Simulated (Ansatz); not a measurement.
Molecule: SbI₂, charge 1, multiplicity 1. It need not be the lowest isomer of its formula. 
Coordinates optimised at B3LYP-D3(BJ)/def2-TZVP (Ansatz, a first-principles code):
SMILES: [I][Sb+][I]
```xyz
3

Sb     0.9423     0.4920     0.3032
I     -0.8152     1.2911    -1.5004
I     -0.0916    -1.7645     1.2086
```
Charge +1, spin multiplicity 1.

Basis-set convergence of Hartree-Fock and CCSD(T) correlation energies (hartree) with Ansatz. Correlated levels leave the core frozen unless marked. No spin-orbit coupling. Frozen are the shells of the preceding noble gas and the d and f shells that filled before the atom's block. In def2 rows, elements after Kr have scalar-relativistic effective core potentials.

The T1 diagnostic of CCSD in the largest basis is 0.025, which is high, so the coupled-cluster rows are less sure than usual.

```tsv
basis	functions	E(HF)	E(corr, CCSD(T))
def2-SVPD	102	-832.35629	-0.32475
def2-TZVPPD	174	[?]	[?]
```

**Question.** Some entries are withheld; supply them.

**Answer.** 
- def2-TZVPPD, E(HF): -832.38699
- def2-TZVPPD, E(corr, CCSD(T)): -0.42451
